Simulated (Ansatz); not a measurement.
A structure relaxed at PBE0-D4/def2-TZVP, charge 0, multiplicity 1:

Cartesian coordinates in Å:
```
B -0.155 1.513 -0.799
C -0.495 0.204 -0.122
B 0.655 -0.781 -0.539
C 0.245 -0.176 1.199
O -1.816 -0.270 -0.159
H -0.852 1.929 -1.676
H 0.857 2.080 -0.504
H 1.763 -0.425 -0.793
H 0.312 -1.914 -0.727
H -0.505 -0.547 1.892
H 0.852 0.628 1.602
H 0.949 -1.060 1.087
H -1.810 -1.182 -0.461
```

Task: Give its formula and SMILES.

Result: C2H8B2O, `BC(B)(C)O`.

Task: Point group (tolerance 0.08 Å, 0.16 Å for H)?

Result: C1.

Task: Summarise the bond lengths by kind.

Result: 2 × B–C 1.513 to 1.571 Å; 4 × B–H 1.191 to 1.199 Å; 1 × C–C 1.561 Å; 1 × C–O 1.403 Å; 3 × C–H 1.085 to 1.136 Å; 1 × H–O 0.961 Å.

Program: Ansatz 0.2.0.
